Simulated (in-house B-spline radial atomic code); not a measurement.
Response and correlation along the 6-electron series, closed shell [He] 2s2 (2p1/2)2; the second-order energy is extrapolated in partial waves. Computed with a B-spline radial code for spherical atoms: relativistic RPA and second-order many-body perturbation theory on Dirac-Hartree-Fock.

Closed in jj coupling only.

| ion | Z | dipole polarisability (bohr³) | quadrupole polarisability (bohr⁵) | ratio of RPA to uncoupled dipole | second order correlation energy (Eh) | C6 of two such ions (Eh bohr⁶) |
| --- | --- | --- | --- | --- | --- | --- |
| Ru38+ | 44 | 0.0011859 | 2.2086e-05 | 1.2094 | -0.31668 | 1.7844e-05 |
| Rh39+ | 45 | ? | ? | ? | ? | ? |
| Pd40+ | 46 | 0.00096139 | 1.5494e-05 | 1.1963 | -0.31652 | 1.3238e-05 |
| Ag41+ | 47 | 0.00086712 | 1.305e-05 | 1.1898 | -0.31623 | 1.1442e-05 |
| Cd42+ | 48 | 0.00078296 | 1.103e-05 | 1.1834 | -0.31584 | 9.9124e-06 |
| In43+ | 49 | 0.00070772 | 9.3536e-06 | 1.1771 | -0.31532 | 8.6053e-06 |
| Sn44+ | 50 | ? | ? | ? | ? | ? |
| Sb45+ | 51 | ? | ? | ? | ? | ? |
| Te46+ | 52 | 0.00052588 | 5.8123e-06 | 1.1589 | -0.3132 | 5.697e-06 |
| I47+ | 53 | 0.00047724 | 4.9889e-06 | 1.1531 | -0.31234 | 4.9834e-06 |
| Xe48+ | 54 | 0.0004335 | 4.2937e-06 | 1.1474 | -0.31141 | 4.3667e-06 |
| Cs49+ | 55 | 0.00039412 | 3.7051e-06 | 1.1419 | -0.31045 | 3.8326e-06 |
| Ba50+ | 56 | 0.00035864 | 3.2051e-06 | 1.1365 | -0.30942 | 3.3691e-06 |

Q: Fill in the row of Rh39+.

A: dipole polarisability (bohr³): 0.0010671; quadrupole polarisability (bohr⁵): 1.8464e-05; ratio of RPA to uncoupled dipole: 1.2028; second order correlation energy (Eh): -0.31667; C6 of two such ions (Eh bohr⁶): 1.5351e-05.

Q: Fill in the row of Sn44+.

A: dipole polarisability (bohr³): 0.00064038; quadrupole polarisability (bohr⁵): 7.9576e-06; ratio of RPA to uncoupled dipole: 1.1709; second order correlation energy (Eh): -0.3147; C6 of two such ions (Eh bohr⁶): 7.4856e-06.

Q: Fill in the row of Sb45+.

A: dipole polarisability (bohr³): 0.00058003; quadrupole polarisability (bohr⁵): 6.7909e-06; ratio of RPA to uncoupled dipole: 1.1648; second order correlation energy (Eh): -0.314; C6 of two such ions (Eh bohr⁶): 6.5243e-06.

Q: How fast does the dipole polarisability fall along the series?

A: From 0.001186 to 0.0003586 bohr³; a fit of its logarithm against log Z from Z = 44 to 56 has slope -4.96.
